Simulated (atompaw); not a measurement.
# u(r) = r·R(r): atom against pseudo-atom (Cl (Z = 17))

Columns: radius, all-electron u(r) and pseudo u(r) of the 3p shell (level -8.60 eV) of chlorine in the configuration [Ne] 3s2 3p5; PBE, scalar-relativistic, PAW (atompaw) scheme, atompaw 4.2.0.5.

```csv
r (bohr),all-electron,pseudo
0.050,-0.0729,0.0032
0.100,-0.1934,0.0126
0.150,-0.2912,0.0280
0.200,-0.3467,0.0491
0.250,-0.3596,0.0754
0.300,-0.3368,0.1064
0.350,-0.2871,0.1414
0.400,-0.2186,0.1797
0.450,-0.1384,0.2206
0.500,-0.0519,0.2633
0.550,0.0365,0.3070
0.600,0.1239,0.3512
0.650,0.2080,0.3950
0.700,0.2873,0.4380
0.750,0.3607,0.4795
0.800,0.4278,0.5193
0.850,0.4885,0.5568
0.900,0.5427,0.5919
0.950,0.5905,0.6243
1.000,0.6320,0.6539
1.050,0.6675,0.6806
1.100,0.6971,0.7041
1.150,0.7214,0.7245
1.200,0.7407,0.7417
1.250,0.7554,0.7556
1.300,0.7659,0.7659
```

**Question.** How many radial nodes do the two functions have?

**Answer.** The all-electron 3p function has n − l − 1 = 1; the pseudo-wave has 0, since the states of the same l below it are removed with the core.

**Question.** Is the pseudo-wave norm-conserving?

**Answer.** No, it belongs to a PAW set: the norm inside the radius is not constrained, and the difference is carried by the augmentation charge.
